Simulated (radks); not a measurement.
Results of a calculation; reference values are marked as such.
Species: the titanium ion Ti2+. Configuration: [Ne] 3s1.75 3p6 3d2 4s0.25 (fractional occupations, a model configuration). Code: a radial shooting solver on a logarithmic mesh with Libxc functionals. Model: Dirac Kohn-Sham, PBE, spin-unpolarised, spherical densities, finite nucleus; open shells fill j = l - 1/2 first; Fermi nuclear charge, rms radius 3.5921 fm.

Radial electron density D(r) = 4 pi r^2 rho(r):

r (bohr),D(r) (e/bohr)
0.009764,5.828
0.01271,8.622
0.01656,12.27
0.02156,16.61
0.02807,21.08
0.03655,24.68
0.0476,26.16
0.06198,24.87
0.0807,21.76
0.1051,19.59
0.1368,21.11
0.1782,25.59
0.232,27.93
0.3021,23.50
0.3934,14.50
0.5122,8.477
0.667,8.658
0.8685,10.18
1.131,8.308
1.473,4.419
1.917,1.644
2.497,0.5278
3.251,0.1755
4.233,0.04758
5.512,0.007117
7.178,0.0004335

D(r) has 3 maxima, at r = 0.0480, 0.226, 0.875 bohr, and minima at 0.109, 0.573 bohr, inside which lie 2.15, 10.47 electrons.
